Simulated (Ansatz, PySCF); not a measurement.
This singlet lies 2.92 eV below the relaxed triplet at the level frozen-core CCSD(T)/cc-pVTZ // B3LYP-D3(BJ)/def2-TZVP (Ansatz, an electronic-structure program).

Z-matrix (Å, degrees):
```
N
H 1 1.0086
H 1 1.0107 2 113.22
Ge 1 1.8242 2 124.24 3 -179.99
F 4 1.7832 1 94.52 2 -179.95
```
Charge 0, spin multiplicity 1.

### Question
Give the HOMO, LUMO, HOMO–LUMO gap, total energy and dipole moment at the level PBE-D3(BJ)/def2-TZVP // B3LYP-D3(BJ)/def2-TZVP run with PySCF.

### Answer

| Property | Result |
|---|---|
| HOMO | -6.56 eV |
| LUMO | -2.29 eV |
| HOMO–LUMO gap | 4.27 eV |
| total energy | -2232.4627 Ha |
| dipole moment | 2.56 D |
